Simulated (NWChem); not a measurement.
System: CH₄OSi, singlet; SMILES C[Si]O

Here is an NWChem input.

```
start job
memory heap 200 mb stack 900 mb global 1100 mb
geometry units angstroms noautosym nocenter noautoz
  Si     0.623940     0.153242    -0.001465
  C     -0.425680    -1.443963     0.004225
  H     -0.219475    -2.022465    -0.924466
  H     -1.514682    -1.244599     0.073225
  H     -0.114247    -2.101635     0.845695
  O     -0.662734     1.265674     0.000620
  H     -0.337523     2.186043    -0.007464
end
basis spherical
  Si library def2-svp
  C library def2-svp
  H library def2-svp
  O library def2-svp
end
dft
  xc xpbe96 cpbe96
  iterations 150
end
cosmo
  do_cosmo_smd true
  solvent ether
end
task dft energy
```

Low-valent species are run as closed-shell singlets; no triplet was tried in these runs. Geometry: optimised at PBE-D3(BJ)/def2-SVP. Solvent: diethyl ether.

Level: PBE/def2-SVP with SMD (1 M gas to 1 M solution), gas-phase geometry. Reactions with the solvent are ignored.

Q: Predict the main results of this run. (PBE/def2-SVP, SMD on the gas-phase geometry.) Quantities: solvation free energy (kcal/mol); cavity-dispersion-structure term (kcal/mol); dipole in solution (D).

A: 
```
Item                                         Value
-------------------------------------------  -----
solvation free energy (kcal/mol)              -3.8
cavity-dispersion-structure term (kcal/mol)   -1.4
dipole in solution (D)                        0.58
```
